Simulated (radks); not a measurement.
Spin polarisation of the 3d8 shell in the cobalt ion Co+. Start: [Ar] 3d(up 4, down 4); electrons of 3d are moved from spin down to spin up, other shells keep equal spins. All-electron calculation, scalar-relativistic Kohn-Sham, PBE, spin-polarised, spherical densities, finite nucleus; Fermi nuclear charge, rms radius of each element as measured or else 0.836 A^(1/3) + 0.57 fm. Program: a radial shooting solver on a logarithmic mesh with Libxc functionals.

moment (Bohr magnetons) = 0: E - E(0) (eV) 0.000; e(3d up) (eV) -12.242; e(3d down) (eV) -12.242; 3p down minus up (eV) 0.000
moment (Bohr magnetons) = 0.5: E - E(0) (eV) -0.056; e(3d up) (eV) -12.459; e(3d down) (eV) -12.013; 3p down minus up (eV) 0.508
moment (Bohr magnetons) = 1: E - E(0) (eV) -0.223; e(3d up) (eV) -12.663; e(3d down) (eV) -11.770; 3p down minus up (eV) 1.016
moment (Bohr magnetons) = 1.5: E - E(0) (eV) -0.502; e(3d up) (eV) -12.853; e(3d down) (eV) -11.515; 3p down minus up (eV) 1.525
moment (Bohr magnetons) = 2: E - E(0) (eV) -0.892; e(3d up) (eV) -13.030; e(3d down) (eV) -11.246; 3p down minus up (eV) 2.033

At moment 2 the spin-polarisation energy is -0.892 eV and the 3d exchange splitting 1.784 eV, that is 0.892 eV per Bohr magneton; E = -I m^2/4 would give I = 0.892 eV.
